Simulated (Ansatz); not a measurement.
Born–Oppenheimer molecular dynamics of BrClH$_{4}$Si (7 atoms, charge 0, multiplicity 1). It starts at the highest image of a converged band. Of that band: Neighbouring images differ by up to 1.8 eV, so the band resolves the path poorly. A vibrational analysis at the climbing image gives one clearly imaginary mode, 856i cm⁻¹: a first-order saddle point.

These are results of Ansatz, RKS PBE-D4/def2-SVP, not measurements.

```
ensemble                      : NVE (velocity Verlet)
time step                     : 0.5 fs
steps asked                   : 200
starting velocities drawn for : 300 K
seed                          : 3473
```

First frame:

```xyz
7
Properties=species:S:1:pos:R:3
Si 0.259 0.128 -0.036
H -0.428 0.116 1.539
Cl 2.098 -0.261 -0.931
H -0.616 1.124 -0.716
H -0.327 -1.258 -0.091
Br 1.388 2.121 1.398
H 0.146 0.875 1.708
```

**Question.** How far do the bonds stretch over the last three quarters of this one trajectory? (Pairs bonded in most of those frames.)

**Answer.** 
| bond | mean (Å) | spread (Å) | shortest | longest |
| --- | --- | --- | --- | --- |
| Si1–H2 | 1.505 | 0.036 | 1.45 | 1.56 |
| Si1–Cl3 | 2.114 | 0.051 | 2.03 | 2.18 |
| Si1–H4 | 1.499 | 0.005 | 1.49 | 1.51 |
| Si1–H5 | 1.511 | 0.025 | 1.47 | 1.55 |
| Br6–H7 | 1.449 | 0.025 | 1.41 | 1.49 |

Mean temperature of the second half: 2114 K. The conserved energy stayed within 0.055 meV per atom of its start (net change 0.018 meV per atom), so the integration is sound. The kinetic energy rose, since the run started high on the potential surface and went downhill. It ends in pieces (BrH + ClH3Si), so much of that is their flight and rotation, not heat. A run of 0.1 ps of so small a system gives no equilibrium averages. The orbitals stay closed-shell, which can raise the energy where a bond breaks towards radicals; this wasn't checked here.

Run time: 2.7 min on 2 threads of Intel(R) Xeon(R) Platinum 8488C (Sapphire Rapids), on a shared host, peak memory 0.14 GiB.
